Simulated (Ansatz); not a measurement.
Ansatz results at the PBE0-D4/def2-TZVP geometry: zero-point energy (PBE0-D4/def2-TZVP) 198.8 kJ/mol; LUMO energy (ωB97M-V/def2-TZVPP) -0.49 eV; HOMO energy (PBE0/def2-TZVPP) -6.75 eV.

Each molecule was computed in one conformer, which needn't be the lowest.

Task: Which molecule gave them?
A. `S[SiH]1C[SiH2]1`
B. `NC(F)(F)[SiH3]`
C. `SC1OC[SiH2]1`
D. `CC(=S)[SiH2]O`

Result: D. The others give `SC1OC[SiH2]1`: 196.4, 1.31, -7.11; `S[SiH]1C[SiH2]1`: 160.1, 1.45, -6.82; `NC(F)(F)[SiH3]`: 166.2, 1.74, -7.71.
